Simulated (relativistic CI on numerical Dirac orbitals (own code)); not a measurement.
Calculated levels, O I

Calculated at this level of theory: Dirac-Coulomb-Breit CI, KLI orbitals optimised for each configuration, QED by a radiative potential, valence Slater integrals scaled by 0.85, P86 correlation energy added to each configuration (own radial code, finite nucleus).

Configuration list (outside the closed core 1s2): 2s2 2p4, 2s2 2p3 3s, 2s2 2p3 3p, 2s2 2p3 4s, 2s2 2p3 3d, 2s 2p5, 2p6, 2s2 2p3 4p, 2s2 2p3 4d, 2s2 2p3 4f, 2s2 2p2 3s2. Levels of other configurations are missing.

The lowest level is 2s2 2p4 3P_2, with 100 % of that term; Hund's rules for 2s2 2p4 give 3P with J = 2, in agreement.

```tsv
No.	Configuration	Term	J	E (cm⁻¹)	%	Next component (%)	jj configuration (%)
1	2s2 2p4	3P	2	0.0	100		2p3/2^2 (67)
2	2s2 2p4	3P	1	154.3	100		2p1/2 2p3/2^3 (100)
3	2s2 2p4	3P	0	221.5	100		2p3/2^4 (66)
4	2s2 2p4	1D	2	15144.2	100		2p1/2 2p3/2^3 (67)
5	2s2 2p4	1S	0	28974.2	97	3 2p6 1S	2p3/2^2 (64)
6	2s2 2p3 3s	5S°	2	70846.4	100		2p1/2 2p3/2^2 3s (55)
7	2s2 2p3 3s	3S°	1	73679.5	100		2p1/2 2p3/2^2 3s (55)
8	2s2 2p3 3p	5P	1	83302.5	100		2p1/2 2p3/2^2 3p1/2 (46)
9	2s2 2p3 3p	5P	2	83304.3	100		2p1/2 2p3/2^2 3p1/2 (28)
10	2s2 2p3 3p	5P	3	83307.6	100		2p1/2 2p3/2^2 3p3/2 (55)
11	2s2 2p3 3p	3P	1	85067.2	99		2p1/2 2p3/2^2 3p3/2 (42)
12	2s2 2p3 3p	3P	0	85067.3	99		2p1/2 2p3/2^2 3p3/2 (61)
13	2s2 2p3 3p	3P	2	85068.8	99		2p1/2 2p3/2^2 3p3/2 (29)
14	2s2 2p3 4s	5S°	2	92707.8	100		2p1/2 2p3/2^2 4s (55)
15	2s2 2p3 4s	3S°	1	93582.5	100		2p1/2 2p3/2^2 4s (55)
16	2s2 2p3 3d	5D°	4	93788.7	100		2p1/2 2p3/2^2 3d5/2 (56)
17	2s2 2p3 3d	5D°	3	93788.8	100		2p1/2 2p3/2^2 3d5/2 (33)
18	2s2 2p3 3d	5D°	2	93788.9	100		2p1/2 2p3/2^2 3d3/2 (39)
19	2s2 2p3 3d	5D°	1	93789.0	100		2p1/2 2p3/2^2 3d3/2 (50)
20	2s2 2p3 3d	5D°	0	93789.1	100		2p1/2 2p3/2^2 3d3/2 (56)
21	2s2 2p3 3d	3D°	1	93902.0	100		2p1/2 2p3/2^2 3d5/2 (50)
22	2s2 2p3 3d	3D°	2	93902.0	100		2p1/2 2p3/2^2 3d5/2 (39)
23	2s2 2p3 3d	3D°	3	93902.2	100		2p1/2 2p3/2^2 3d3/2 (33)
24	2s2 2p3 4p	5P	1	96402.7	100		2p1/2 2p3/2^2 4p1/2 (46)
25	2s2 2p3 4p	5P	2	96403.3	100		2p1/2 2p3/2^2 4p1/2 (28)
26	2s2 2p3 4p	5P	3	96404.4	100		2p1/2 2p3/2^2 4p3/2 (55)
27	2s2 2p3 3s	3D°	3	96810.0	100		2p1/2 2p3/2^2 3s (100)
28	2s2 2p3 3s	3D°	2	96823.2	100		2p1/2 2p3/2^2 3s (67)
29	2s2 2p3 3s	3D°	1	96831.9	100		2p1/2 2p3/2^2 3s (44)
30	2s2 2p3 4p	3P	1	96990.5	99	1 2s2 2p3 3p 3P	2p1/2 2p3/2^2 4p3/2 (44)
```

Energies count from the lowest computed level; ° marks odd parity. Filled j subshells are mostly left out of the jj labels.

The mean weight of the leading LS term, summed over parents, in these 30 levels is 100 %, and that of the leading jj configuration (from the same eigenvectors) 53 %, so LS coupling describes them better.

For a near-neutral ion this model can misplace configurations by up to about 10,000 cm⁻¹ (more where the count of f electrons changes) and terms by 10 to 25 % of their spread. Rates follow the energies as ν³ (E1, M1) or ν⁵ (E2), so they and the lifetimes can be off by large factors. The fine structure of a lone outer electron comes out too small, for d and f at times inverted, and misplaced configurations move strength between like terms. 22 of the 22 excited levels that our extract of the measured tables holds in this range could be paired (the sources list more); they are missed by 3026 cm⁻¹ on average and 4818 at most, and levels without a partner can miss by more.

Landé's interval rule says that E(J) − E(J−1) = AJ with one A. For the ground term the intervals give A = -67.2, -77.1 cm⁻¹ for J = 1, 2; the multiplet is inverted.
